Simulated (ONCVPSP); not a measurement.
# Plane-wave convergence, ONCV potential for cerium (Ce)

```json
{
  "Element": "cerium (Ce)",
  "Generator": "ONCVPSP 4.0.1",
  "Type": "optimised norm-conserving Vanderbilt (ONCV)",
  "Functional": "PBE",
  "Relativity": "scalar-relativistic",
  "Frozen core": "[Kr]",
  "Valence charge": "22",
  "Reference configuration": "4d10 4f1 5s2 5p6 5d1 6s1 6p1",
  "Partial waves": "5s+6s: rc 2.85 bohr, ncon 4, nbas 8, qcut 4.5 1/bohr, 2 projectors; 5p+6p: rc 3.35 bohr, ncon 4, nbas 7, qcut 3.3 1/bohr, 2 projectors; 4d+5d: rc 1.20 bohr, ncon 4, nbas 9, qcut 12.7 1/bohr, 2 projectors; 4f: rc 1.00 bohr, ncon 5, nbas 10, qcut 20.7 1/bohr, 2 projectors, debl 3.1 Ha",
  "Local potential": "polynomial inside 0.65 bohr (lpopt 5, dvloc0 1 Ha)",
  "Core correction": "Teter function, fcfact 5, rcfact 1.6"
}
```

Task: For each optimised wave give the share of its norm inside rc, the residual kinetic energy above qcut (Ha) and the cutoffs (Ha) for errors of 10, 1, 0.1 and 0.01 mHa per electron.

Result:

| wave | norm inside rc | residual KE | 10 mHa | 1 mHa | 0.1 mHa | 0.01 mHa |
| --- | --- | --- | --- | --- | --- | --- |
| 5s | 0.986 | 4.2e-07 | 2.2 | 5.4 | 7.3 | 8.6 |
| 6s | 0.142 | 2.1e-06 | 1.9 | 5.6 | 7.8 | 9.2 |
| 5p | 0.984 | 1.3e-04 | 3.6 | 4.7 | 6.0 | 12.6 |
| 6p | 0.091 | 3.6e-05 | 2.7 | 4.0 | 5.1 | 6.3 |
| 4d | 0.932 | 4.6e-06 | 54.1 | 63.9 | 71.6 | 77.9 |
| 5d | 0.038 | 1.8e-06 | 44.0 | 57.0 | 67.2 | 75.0 |
| 4f | 0.538 | 5.5e-07 | 122.5 | 146.3 | 165.9 | 182.3 |
| f projector 2 | 0.062 | 5.4e-08 | 113.9 | 142.1 | 165.1 | 183.5 |

The occupied waves need 146 Ha and 166 Ha for 1 and 0.1 mHa. Note: ghosts flagged at negative energy: s at -642.7 eV, p at -222.2 eV, s at -0.28 eV; GHOST(+) flagged for p at 224.3 eV. A true bound ghost makes a file unfit for plane-wave use. 1 of 4 tests not solved or not reliable.
